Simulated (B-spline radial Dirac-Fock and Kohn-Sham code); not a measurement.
# Magnetic form factor of the 3d shell of Ni⁺

System: Ni⁺ in the configuration 1s2 2s2 2p6 3s2 3p6 3d7 4s2 (not the ground configuration).

Level of theory: relativistic Hartree-Fock (Dirac-Fock) wave functions, averaged over the configuration; a radial finite-basis atomic code. ⟨j_K⟩ is the integral of the 3d radial density with the spherical Bessel function j_K(4πsr), s = sin θ/λ.

```csv
s (Å⁻¹),⟨j0⟩,⟨j2⟩,⟨j4⟩
0,1.0000,0.0000,0.0000
0.05,0.9811,0.0075,0.0000
0.1,0.9274,0.0284,0.0005
0.15,0.8466,0.0583,0.0022
0.2,0.7490,0.0919,0.0059
0.25,0.6447,0.1242,0.0120
0.3,0.5417,0.1517,0.0203
0.35,0.4457,0.1726,0.0302
0.4,0.3598,0.1863,0.0409
0.45,0.2855,0.1934,0.0514
0.5,0.2226,0.1948,0.0614
0.6,0.1279,0.1850,0.0775
0.7,0.0664,0.1651,0.0876
0.8,0.0284,0.1415,0.0921
0.9,0.0062,0.1179,0.0919
1,-0.0059,0.0962,0.0885
1.1,-0.0118,0.0773,0.0830
1.2,-0.0140,0.0614,0.0762
1.4,-0.0130,0.0377,0.0617
1.6,-0.0098,0.0227,0.0481
```

Radial moments of the shell: ⟨r²⟩ = 1.039, ⟨r⁴⟩ = 2.550, ⟨r⁶⟩ = 12.32 in powers of bohr.

Values without a named source are computed, but for edge energies of neutral atoms, which are taken from tables.
